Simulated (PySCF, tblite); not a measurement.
Isomers of C4H8OPSi (doublet state), one GFN2-xTB conformer each. Single-point energies are computed at B3LYP/pcH-1 (PySCF, gas phase, no added dispersion term), electronic only. GFN2-xTB treats the open shell by occupation alone, and not every SCF solution was tested for stability.

```json
{"SMILES": "P[Si@H]1CC[C]=CO1", "GFN2-xTB relative energy (kJ/mol)": "142.0"}
{"SMILES": "O=CC/C=C/[SiH]P", "GFN2-xTB relative energy (kJ/mol)": "249.1"}
{"SMILES": "P[Si@@H]1[CH]CC=CO1", "GFN2-xTB relative energy (kJ/mol)": "85.1"}
{"SMILES": "P[Si@H]1CCC=[C]O1", "GFN2-xTB relative energy (kJ/mol)": "129.5"}
{"SMILES": "[PH][Si@@H]1CCC=CO1", "GFN2-xTB relative energy (kJ/mol)": "0.0"}
{"SMILES": "P[Si]1CCC=CO1", "GFN2-xTB relative energy (kJ/mol)": "20.5"}
{"SMILES": "C=C1O[Si@@H]([PH])[C@@H]1C", "GFN2-xTB relative energy (kJ/mol)": "76.4"}
{"SMILES": "O=CC/C=[C]\\[SiH2]P", "GFN2-xTB relative energy (kJ/mol)": "326.5"}
{"SMILES": "[H]/[C]=C1/O[Si@@H](P)[C@@H]1C", "GFN2-xTB relative energy (kJ/mol)": "232.0"}
```

Conformers: `[PH2:1][Si@H:2]1[CH2:3][CH2:4][C:5]=[CH:6][O:7]1` (doublet state) with H–P1–Si2–C3 78° and 171°, P1–Si2–C3–C4 158°, Si2–C3–C4–C5 -45°, C3–C4–C5–C6 26°, C5–C6–O7–Si2 1°; `[O:1]=[CH:2][CH2:3]/[CH:4]=[CH:5]/[SiH:6][PH2:7]` (doublet state) with O1–C2–C3–C4 -134°, C2–C3–C4–C5 31°, C4–C5–Si6–P7 -14°, C5–Si6–P7–H 178° and 85°; `[PH2:1][Si@@H:2]1[CH:3][CH2:4][CH:5]=[CH:6][O:7]1` (doublet state) with H–P1–Si2–C3 -163° and -71°, P1–Si2–C3–C4 -125°, Si2–C3–C4–C5 0°, C3–C4–C5–C6 7°, C5–C6–O7–Si2 -13°; `[PH2:1][Si@H:2]1[CH2:3][CH2:4][CH:5]=[C:6][O:7]1` (doublet state) with H–P1–Si2–C3 85° and 178°, P1–Si2–C3–C4 155°, Si2–C3–C4–C5 -47°, C3–C4–C5–C6 28°, C5–C6–O7–Si2 3°; `[PH:1][Si@@H:2]1[CH2:3][CH2:4][CH:5]=[CH:6][O:7]1` (doublet state) with H–P1–Si2–C3 -89°, P1–Si2–C3–C4 -79°, Si2–C3–C4–C5 -53°, C3–C4–C5–C6 39°, C5–C6–O7–Si2 -15°; `[PH2:1][Si:2]1[CH2:3][CH2:4][CH:5]=[CH:6][O:7]1` (doublet state) with H–P1–Si2–C3 85° and 178°, P1–Si2–C3–C4 80°, Si2–C3–C4–C5 55°, C3–C4–C5–C6 -44°, C5–C6–O7–Si2 23°; `[CH2:1]=[C:2]1[O:3][Si@@H:4]([PH:5])[C@@H:6]1[CH3:7]` (doublet state) with O3–Si4–P5–H 19°; `[O:1]=[CH:2][CH2:3]/[CH:4]=[C:5]\[SiH2:6][PH2:7]` (doublet state) with O1–C2–C3–C4 20°, C2–C3–C4–C5 132°, C4–C5–Si6–P7 -15°, C5–Si6–P7–H -156° and -64°; `[H]/[C:1]=[C:2]1/[O:3][Si@@H:4]([PH2:5])[C@@H:6]1[CH3:7]` (doublet state) with O3–Si4–P5–H -78° and -171°.

Problem. What does B3LYP/pcH-1 give for the same structures?

Solution. 
```tsv
SMILES	B3LYP/pcH-1 E (Eh)	B3LYP/pcH-1 (kJ/mol)	GFN2-xTB (kJ/mol)	point group
[PH][Si@@H]1CCC=CO1	-863.33562	0.0	0.0	C1
P[Si]1CCC=CO1	-863.32591	25.5	20.5	C1
P[Si@@H]1[CH]CC=CO1	-863.31005	67.1	85.1	C1
C=C1O[Si@@H]([PH])[C@@H]1C	-863.31001	67.2	76.4	C1
P[Si@H]1CCC=[C]O1	-863.28709	127.4	129.5	C1
P[Si@H]1CC[C]=CO1	-863.28310	137.9	142.0	C1
O=CC/C=C/[SiH]P	-863.27304	164.3	249.1	C1
[H]/[C]=C1/O[Si@@H](P)[C@@H]1C	-863.25192	219.7	232.0	C1
O=CC/C=[C]\[SiH2]P	-863.24651	234.0	326.5	C1
```

Both levels put the same isomer lowest; measured from each level's own lowest isomer, the values differ by up to 92.5 kJ/mol (O=CC/C=[C]\[SiH2]P: 326.5 against 234.0). As drawn, the lowest has an Si–O bond, which the highest lacks. Neighbours under 21 kJ/mol apart (P[Si@@H]1[CH]CC=CO1 and C=C1O[Si@@H]([PH])[C@@H]1C; P[Si@H]1CCC=[C]O1 and P[Si@H]1CC[C]=CO1; [H]/[C]=C1/O[Si@@H](P)[C@@H]1C and O=CC/C=[C]\[SiH2]P) can change places with a better method, another conformer or zero-point energy.

Problem. What happens when harmonic zero-point energies from GFN2-xTB frequencies are added?

Solution. 
```tsv
SMILES	ZPE (kJ/mol)	electronic (kJ/mol)	with ZPE (kJ/mol)
[PH][Si@@H]1CCC=CO1	284.9	0.0	0.0
P[Si]1CCC=CO1	287.7	25.5	28.3
P[Si@@H]1[CH]CC=CO1	272.8	67.1	55.1
C=C1O[Si@@H]([PH])[C@@H]1C	279.9	67.2	62.2
P[Si@H]1CCC=[C]O1	276.8	127.4	119.4
P[Si@H]1CC[C]=CO1	275.9	137.9	128.8
O=CC/C=C/[SiH]P	268.9	164.3	148.4
[H]/[C]=C1/O[Si@@H](P)[C@@H]1C	270.0	219.7	204.8
O=CC/C=[C]\[SiH2]P	257.6	234.0	206.6
```

The zero-point energies span 30.1 kJ/mol. The order is unchanged.
